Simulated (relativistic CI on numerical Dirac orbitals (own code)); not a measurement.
Cu2+ in a cubic cluster: 3p photoemission with charge transfer

Computed with a charge-transfer multiplet model of a cubic metal-ligand cluster with up to one ligand hole, Slater and spin-orbit integrals from Dirac-Coulomb-Breit ions, Slater integrals scaled by 0.7. The ground state mixes d9 with configurations of k ligand holes L, whose averages lie at kΔ + k(k − 1)U_dd/2; a core hole lowers each added d electron by U_cd. 300 K, Lorentzian 0.9 eV and Gaussian 0.8 eV FWHM.

Atomic integrals in eV (Slater integrals scaled, ζ unscaled), ground: F2dd 9.683, F4dd 6.042, zeta_d 0.099; with the core hole: F2dd 9.683, F4dd 6.042, zeta_d 0.108, zeta_core 1.726, F2cd 10.443, G1cd 12.885, G3cd 7.851.

Cluster parameters (eV): U_dd = 8.6, U_cd = 10.3, 10Dq = 1.2, 10Dq(ligand) = 0.5, V(eg) = 1.25, V(t2g) = -0.65, final-state hopping factor = 1.

```csv
Case,n_d,d9,d10L,S
Δ = 0.1 eV,9.40,0.60,0.40,0.50
Δ = 1.1 eV,9.24,0.76,0.24,0.50
Δ = 3.1 eV,9.09,0.91,0.09,0.50
Δ = 5.1 eV,9.04,0.96,0.04,0.50
Δ = 6.1 eV,9.03,0.97,0.03,0.50
```

Weights, n_d and S are thermal averages at 300 K. Binding energies count from the first peak over 30 % of the highest in each spectrum, which can be another peak from case to case. The parameters are a model scan and need not match a compound or its usual spin state. Peaks in eV (height, largest 100):
- Δ = 0.1 eV: 0.0 (100), 2.5 (54), 7.4 (39), 9.8 (17), 12.0 (32), 17.8 (18)
- Δ = 1.1 eV: 0.0 (100), 2.6 (55), 6.5 (72), 8.9 (30), 11.2 (59), 16.9 (33)
- Δ = 3.1 eV: 0.0 (76), 2.6 (51), 4.6 (100), 7.0 (42), 9.2 (84), 14.9 (47)
- Δ = 5.1 eV: 0.0 (68), 2.7 (100), 5.3 (33), 7.4 (72), 13.1 (40)
- Δ = 6.1 eV: 0.0 (83), 2.4 (100), 4.8 (30), 6.7 (71), 12.3 (40)

For the case Δ = 3.1 eV, Δ = 3.1 eV is smaller than U_dd = 8.6 eV, the charge-transfer side of the Zaanen-Sawatzky-Allen scheme. With the core hole the configuration with one ligand hole lies at Δ − U_cd = -10.2, -9.2, -7.2, -5.2, -4.2 eV from the one without, in the order of the table; where this is negative the screened configuration lies lower.
